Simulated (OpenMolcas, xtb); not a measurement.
## How methods differ on CuNH4 (Cu(NH3)H)

CuNH4: 6 atoms, total charge 0, spin state singlet. SMILES: `[H][Cu]<-[NH3]`. The shape comes from GFN2-xTB, which is rough for such elements, and wasn't checked as a minimum.

Quantity: the dipole moment, in D. The values are calculated.

```tsv
level	kind	program	value (D)	CPU time
GFN2-xTB	semi-empirical	xtb	7.44	under 2 s
GFN0-xTB	semi-empirical	xtb	8.49	under 2 s
GFN1-xTB	semi-empirical	xtb	8.07	under 2 s
HF/ANO-RCC-MB (DKH2)	Hartree–Fock	OpenMolcas	6.92	4 s
HF/STO-3G	Hartree–Fock	OpenMolcas	4.78	4.8 s
HF/3-21G	Hartree–Fock	OpenMolcas	7.42	2.1 s
HF/def2-SVP	Hartree–Fock	OpenMolcas	7.26	4 s
PBE/pcseg-1	GGA	OpenMolcas	6.13	16 s
PBE/cc-pVDZ	GGA	OpenMolcas	6.32	26 s
B3LYP/6-31G* (spherical functions)	global hybrid	OpenMolcas	6.25	14 s
```

The values span 4.78 to 8.49 D. Sets without polarisation functions give poor dipoles. Without the sets that lack polarisation functions the rows with a basis span only 6.13 to 7.26 D. CPU times are rough (shared hosts, several kinds of processor): they show what a rung costs within a factor of a few.
